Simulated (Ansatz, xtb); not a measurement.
**Relative energy of two structures of CH3AlFGa**

We compare X, `[F][AlH][CH2][Ga]`, a singlet, with Y, a singlet given by its coordinates. Both are isolated molecules in the gas phase, relaxed with B3LYP-D3(BJ)/def2-SVP; the shapes shown needn't be the lowest conformers.

X (Å):

```yaml
atoms:
  - { symbol: C, position_ang: [-0.8629, -1.4674, 0.5511] }
  - { symbol: Al, position_ang: [0.2016, -0.8793, 2.0349] }
  - { symbol: F, position_ang: [0.1419, 0.7369, 2.4758] }
  - { symbol: Ga, position_ang: [-0.2295, -1.2194, -1.3950] }
  - { symbol: H, position_ang: [-1.0633, -2.5549, 0.6337] }
  - { symbol: H, position_ang: [1.2402, -1.7561, 2.8427] }
  - { symbol: H, position_ang: [-1.8337, -0.9300, 0.5475] }
```

Y (Å):

```xyz
7

C    -2.7067   -2.7579    1.5462
Al   -1.1661   -2.1095    0.4919
F    -1.6683   -0.5990   -0.3168
Ga    0.4792   -0.7149   -1.1035
H    -3.5748   -2.9270    0.8827
H    -3.0097   -1.9916    2.2833
H    -2.5060   -3.6946    2.0910
```

Close contacts (Å): C1–Al2 1.98, Al2–F3 1.79, Al2–Ga4 2.68, F3–Ga4 2.29, C1–H5 1.11, C1–H6 1.11, C1–H7 1.10.

Estimate E(Y) − E(X) at the level CCSD(T)/def2-TZVP.

Calculated at CCSD(T)/def2-TZVP: E(Y) − E(X) = +10.9 kcal/mol, so structure X lies lower.

Level by level:

```json
{"level": "B3LYP-D3(BJ)/def2-SVP", "geometry": "B3LYP-D3(BJ)/def2-SVP", "E(Y) − E(X) (kcal/mol)": "+6.7", "departure from the last row (kcal/mol)": "−4.2", "job, with rough time for the two": "optimisation, 75 s"}
{"level": "HF/def2-TZVP", "geometry": "B3LYP-D3(BJ)/def2-SVP", "E(Y) − E(X) (kcal/mol)": "+14.2", "departure from the last row (kcal/mol)": "+3.3", "job, with rough time for the two": "part of the CCSD(T) run"}
{"level": "MP2/def2-TZVP", "geometry": "B3LYP-D3(BJ)/def2-SVP", "E(Y) − E(X) (kcal/mol)": "+14.0", "departure from the last row (kcal/mol)": "+3.2", "job, with rough time for the two": "part of the CCSD(T) run"}
{"level": "CCSD(T)/def2-TZVP", "geometry": "B3LYP-D3(BJ)/def2-SVP", "E(Y) − E(X) (kcal/mol)": "+10.9", "departure from the last row (kcal/mol)": "", "job, with rough time for the two": "single point, 94 s"}
```

The levels shown agree on the order. The largest departure from CCSD(T)/def2-TZVP is that of B3LYP-D3(BJ)/def2-SVP, 4.2 kcal/mol. Levels run at GFN2-xTB geometries aren't shown.

With harmonic frequencies from B3LYP-D3(BJ)/def2-SVP (ideal gas, rigid rotor, one conformer each, 298.15 K, 1 atm): on the last row, ΔE + ΔZPE = +13.1 kcal/mol. A mode under 50 cm⁻¹ makes harmonic enthalpies and free energies unreliable, so none is given.

The correlated steps freeze 16 core orbitals; the filled d shell of Ga is correlated, in a basis made for valence electrons. Programs: Ansatz 0.2.0; the last row on 2 threads of Arm Neoverse V1 on a shared host.
